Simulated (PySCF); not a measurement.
C₄H₄N (SMILES [c]1ccc[nH]1), doublet, geometry from GFN2-xTB. Base run: BLYP/STO-3G in PySCF.

The PySCF input:
```python
from pyscf import gto, scf, dft

mol = gto.Mole()
mol.atom = '''
    H    -0.003065    0.077358    2.151395
    N    -0.001736    0.064789    1.145774
    C    -0.005442    1.142965    0.340320
    C     0.004160   -1.051983    0.356335
    C    -0.002191    0.778838   -0.965071
    C     0.004021   -0.643085   -0.948739
    H     0.007941   -2.036838    0.779934
    H    -0.003873    1.411739   -1.827310
    H     0.007859   -1.266196   -1.821507
'''
mol.basis = 'sto-3g'
mol.charge = 0
mol.spin = 1
mol.verbose = 4
mol.build()

mf = dft.UKS(mol)
mf.xc = 'blyp'
mf.kernel()
mf.analyze()
```

The base run was repeated with changes; each row names its change, and settings that it needs were set with it.

```
change                      E (Eh)  HOMO (eV)  dipole (D)  <S^2>  core-seconds (rough)
----------------------  ----------  ---------  ----------  -----  --------------------
base                    -206.71927      -2.71        1.92  0.756                     4
functional = x3lyp      -206.72961      -3.79        1.92  0.760                     5
functional = lda,vwn    -204.97011      -2.79        1.95  0.757                     3
functional = r2scan     -206.74751      -2.99        1.95  0.764                     9
functional = bhandhlyp  -206.72178      -4.95        1.89  0.773                     5
functional = mn12l      -206.08796      -2.83        1.97  0.767                     6
functional = b3lyp      -206.82951      -3.78        1.92  0.759                     5
functional = b97-1      -206.79322      -3.71        1.91  0.761                     5
functional = tpss       -206.91973      -2.92        1.95  0.759                     8
functional = tpssh      -206.90252      -3.36        1.94  0.761                     9
functional = b97m_v     -206.87567      -3.01        1.92  0.762                   200
functional = m06        -206.63827      -4.13        2.01  0.762                     7
functional = mn15       -205.63599      -4.69        1.95  0.763                     7
```

Total energies compare only within one method and basis.

Open shells are given as the SCF converged; they aren't shown to be the lowest states, and a large step between rows can be another state.
